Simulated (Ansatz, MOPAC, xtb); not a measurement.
Dissociation curve of ammonia borane, H6BN, SMILES [BH3-][NH3+], singlet. The N2–H8 bond (N2 also carries B, H, H; H8 carries nothing else) is varied alone, starting from the PBE0/def2-TZVP optimised geometry.

- UKS-PBE = unrestricted PBE/cc-pVDZ (Ansatz, a quantum-chemistry and plane-wave program)
- PM6, restricted, heats of formation (MOPAC)
- GFN1-xTB (xtb)

Energies are in kJ/mol, each relative to the lowest point of its own curve near equilibrium.

| R / Å | UKS-PBE | PM6 | GFN1-xTB |
|---|---|---|---|
| 0.83 | 124.9 | ___ | 107.8 |
| 0.89 | ___ | 23.3 | 40.3 |
| 0.96 | 10.4 | 4.2 | 5.8 |
| 0.98 | 4.6 | 1.7 | 2.0 |
| 1.01 | 0.0 | 0.0 | 0.0 |
| 1.05 | 0.0 | 1.5 | 3.1 |
| 1.10 | 7.7 | 8.7 | 13.8 |
| 1.14 | 18.5 | 18.1 | 26.5 |
| 1.22 | 48.2 | 45.4 | ___ |
| 1.34 | 103.5 | 101.7 | ___ |
| 1.49 | 176.5 | 186.4 | 198.1 |
| 1.68 | 260.8 | 298.6 | 288.6 |
| 1.88 | 334.0 | 407.2 | 365.7 |
| 2.15 | 395.4 | 525.4 | 442.1 |
| 2.49 | 425.8 | ___ | 504.2 |
| 2.96 | 439.1 | 712.9 | ___ |

Problem. Fill in the missing entries.

Solution. 
- 0.83, PM6: 54.0
- 0.89, UKS-PBE: 52.3
- 1.22, GFN1-xTB: 59.2
- 1.34, GFN1-xTB: 119.1
- 2.49, PM6: 628.8
- 2.96, GFN1-xTB: 549.5

The unrestricted determinant behind UKS-PBE is spin-contaminated at 2.15 to 2.96 Å (<S²> up to 1.0, against 0.00 for a pure singlet). The restricted form behind PM6 keeps the bonding electrons paired and can't separate into open-shell fragments.
